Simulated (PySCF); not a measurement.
FK (SMILES [F][K]), singlet, at a GFN2-xTB geometry (such geometries of metal compounds can be far from the true shape); TPSSH/def2-SVP (PySCF).

PySCF was given this input:
```python
from pyscf import gto, scf, dft

mol = gto.M(
    atom='''
K    -0.00000000   -0.00000000   -0.64992819
F     0.00000000    0.00000000    1.37207062
''',
    basis='def2-svp',
    verbose=4,
)

mf = dft.RKS(mol)
mf.xc = 'tpssh'
mf.kernel()
mf.analyze()
```

It wrote (shortened):

```
PySCF version 2.14.0

[INPUT] verbose = 4
[INPUT] num. atoms = 2
[INPUT] num. electrons = 28
[INPUT] charge = 0
[INPUT] spin (= nelec alpha-beta = 2S) = 0
[INPUT] symmetry False subgroup None
[INPUT] Mole.unit = angstrom
[INPUT] Symbol           X                Y                Z      unit          X                Y                Z       unit  Magmom
[INPUT]  1 K      0.000000000000   0.000000000000  -0.649928190000 AA    0.000000000000   0.000000000000  -1.228186279734 Bohr   0.0
[INPUT]  2 F      0.000000000000   0.000000000000   1.372070620000 AA    0.000000000000   0.000000000000   2.592837695362 Bohr   0.0

nuclear repulsion = 44.7524017421751
number of shells = 16
number of NR pGTOs = 75
number of NR cGTOs = 38
basis = def2-svp
ecp = {}

******** <class 'pyscf.dft.rks.RKS'> ********
method = RKS
initial guess = minao
damping factor = 0
level_shift factor = 0
DIIS = <class 'pyscf.scf.diis.CDIIS'>
diis_start_cycle = 1
diis_space = 8
diis_damp = 0
SCF conv_tol = 1e-09
SCF conv_tol_grad = None
SCF max_cycles = 50
direct_scf = True
direct_scf_tol = 1e-13
XC library pyscf.dft.libxc version 7.1.2
    S. Lehtola, C. Steigemann, M. J. T. Oliveira, and M. A. L. Marques,  SoftwareX 7, 1–5 (2018)
XC functionals = tpssh
    V. N. Staroverov, G. E. Scuseria, J. Tao, and J. P. Perdew,  J. Chem. Phys. 119, 12129 (2003)
radial grids:
    Treutler-Ahlrichs [JCP 102, 346 (1995); DOI:10.1063/1.469408] (M4) radial grids

becke partition: Becke, JCP 88, 2547 (1988); DOI:10.1063/1.454033
pruning grids: <function nwchem_prune>
grids dens level: 3
symmetrized grids: False
atomic radii adjust function: <function treutler_atomic_radii_adjust>
small_rho_cutoff = 0
Set gradient conv threshold to 3.16228e-05
Initial guess from minao.
tot grids = 34304
init E= -699.467366341237
  HOMO = -0.486477126749512  LUMO = -0.0754729467663631  gap/eV = 11.18399
cycle= 1 E= -699.497668873407  delta_E= -0.0303  |g|= 0.886  |ddm|=  1.3
  HOMO = 0.0234806707799922  LUMO = 0.028714776885066  gap/eV = 0.14243
cycle= 2 E= -689.947348339865  delta_E= 9.55  |g|= 4.14  |ddm|=  4.3
  HOMO = -0.265055973312372  LUMO = -0.0383416634376799  gap/eV = 6.16921
cycle= 3 E= -699.638790055469  delta_E= -9.69  |g|= 0.113  |ddm|= 4.19
  HOMO = -0.16706132326343  LUMO = -0.0421020427189402  gap/eV = 3.40032
cycle= 4 E= -699.645812247829  delta_E= -0.00702  |g|= 0.03  |ddm|= 0.341
  HOMO = -0.174574799100601  LUMO = -0.0425010096381757  gap/eV = 3.59391
cycle= 5 E= -699.646051607345  delta_E= -0.000239  |g|= 0.0141  |ddm|= 0.0351
  HOMO = -0.17735657664735  LUMO = -0.0430556824851775  gap/eV = 3.65451
cycle= 6 E= -699.646087962983  delta_E= -3.64e-05  |g|= 0.00233  |ddm|= 0.00963
  HOMO = -0.17787230715867  LUMO = -0.0432054798436328  gap/eV = 3.66447
cycle= 7 E= -699.646088907615  delta_E= -9.45e-07  |g|= 0.00045  |ddm|= 0.0016
  HOMO = -0.177973708108947  LUMO = -0.0432223169995538  gap/eV = 3.66677
cycle= 8 E= -699.6460889451  delta_E= -3.75e-08  |g|= 4.71e-06  |ddm|= 0.000375
  HOMO = -0.177971677127023  LUMO = -0.0432204244483523  gap/eV = 3.66677
cycle= 9 E= -699.646088945104  delta_E= -4.21e-12  |g|= 2.93e-06  |ddm|= 9.91e-06
  HOMO = -0.177969961523386  LUMO = -0.0432203028597939  gap/eV = 3.66672
Extra cycle  E= -699.646088945102  delta_E= 2.84e-12  |g|= 5.99e-06  |ddm|= 7.16e-06
converged SCF energy = -699.646088945102
**** SCF Summaries ****
Total Energy =                        -699.646088945101610
Nuclear Repulsion Energy =              44.752401742175110
One-electron Energy =                -1055.668568259282210
Two-electron Energy =                  311.270077572005505
Two-electron Coulomb Energy =          355.365543725294344
DFT Exchange-Correlation Energy =      -44.095466153288861
HOMO-LUMO gap [eV] =                     3.666724977958248
**** MO energy ****
MO #1   energy= -129.561342054252  occ= 2
MO #2   energy= -24.3769907134564  occ= 2
MO #3   energy= -13.0688177415482  occ= 2
MO #4   energy= -10.3970465975724  occ= 2
MO #5   energy= -10.3970465975724  occ= 2
MO #6   energy= -10.395991651796   occ= 2
MO #7   energy= -1.31687814258174  occ= 2
MO #8   energy= -0.892741275060025 occ= 2
MO #9   energy= -0.693195070117871 occ= 2
MO #10  energy= -0.693195070117863 occ= 2
MO #11  energy= -0.67009234463809  occ= 2
MO #12  energy= -0.187750002844711 occ= 2
MO #13  energy= -0.187750002844707 occ= 2
MO #14  energy= -0.177969961523386 occ= 2
MO #15  energy= -0.0432203028597939 occ= 0
MO #16  energy= 0.0260981876582604 occ= 0
MO #17  energy= 0.026098187658263  occ= 0
MO #18  energy= 0.0292727243780768 occ= 0
MO #19  energy= 0.0601178052116937 occ= 0
MO #20  energy= 0.14835699688597   occ= 0
MO #21  energy= 0.1483574730697    occ= 0
MO #22  energy= 0.192629362143874  occ= 0
 ** Mulliken pop on meta-lowdin orthogonal AOs  **
 ** Mulliken pop  **
pop of  0 K 1s            2.00000
pop of  0 K 2s            1.99992
pop of  0 K 3s            1.99924
pop of  0 K 4s            0.04129
pop of  0 K 5s            0.00707
pop of  0 K 2px           2.00000
pop of  0 K 2py           2.00000
pop of  0 K 2pz           1.99998
pop of  0 K 3px           1.99922
pop of  0 K 3py           1.99922
pop of  0 K 3pz           1.99640
pop of  0 K 4px           0.02104
pop of  0 K 4py           0.02104
pop of  0 K 4pz           0.01081
pop of  0 K 3dxy          0.00000
pop of  0 K 3dyz          0.00080
pop of  0 K 3dz^2         0.01062
pop of  0 K 3dxz          0.00080
pop of  0 K 3dx2-y2       0.00000
pop of  0 K 4dxy          0.00000
pop of  0 K 4dyz          0.03451
pop of  0 K 4dz^2         0.00788
pop of  0 K 4dxz          0.03451
pop of  0 K 4dx2-y2       0.00000
pop of  1 F 1s            1.99998
pop of  1 F 2s            1.96561
pop of  1 F 3s            0.00314
pop of  1 F 2px           1.93926
pop of  1 F 2py           1.93926
pop of  1 F 2pz           1.95473
pop of  1 F 3px           0.00498
pop of  1 F 3py           0.00498
pop of  1 F 3pz           0.00313
pop of  1 F 3dxy          0.00000
pop of  1 F 3dyz          0.00018
pop of  1 F 3dz^2         0.00023
pop of  1 F 3dxz          0.00018
pop of  1 F 3dx2-y2       0.00000
 ** Mulliken atomic charges  **
charge of    0K =      0.81565
charge of    1F =     -0.81565
Dipole moment(X, Y, Z, Debye): -0.00000, -0.00000, -7.05762
```
